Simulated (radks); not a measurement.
These are the eigenvalues of the occupied orbitals of an atom or ion with whole-number occupations (hartree). Method: non-relativistic Kohn-Sham, TPSS, spin-polarised, spherical densities, point nucleus; meta-GGA in the generalised Kohn-Sham scheme; computed with a radial shooting solver on a logarithmic mesh with Libxc functionals.

| orbital | eigenvalue |
|---|---|
| 1s up | -2380.059 |
| 1s down | -2379.798 |
| 2s up | -519.5473 |
| 2s down | -519.3838 |
| 2p up | -506.0902 |
| 2p down | -505.8219 |
| 3s up | -214.7143 |
| 3s down | -213.6879 |
| 3p up | -209.6469 |

Which element is it, and in what charge state? The configuration may be excited. Open shells, if any, are filled with parallel spins first.

Answer. Z = 72, hafnium, charge +58: Hf58+ in [Ne] 3s2 3p2. The list shows which subshells hold electrons but not how many an open one holds; the 1s level, -2380.1 hartree, gives Z - s = 69.0 by -(Z - s)^2/2, which with screening narrows Z to a few neighbours, and the depths of the outer levels then fix element, charge and occupations together.
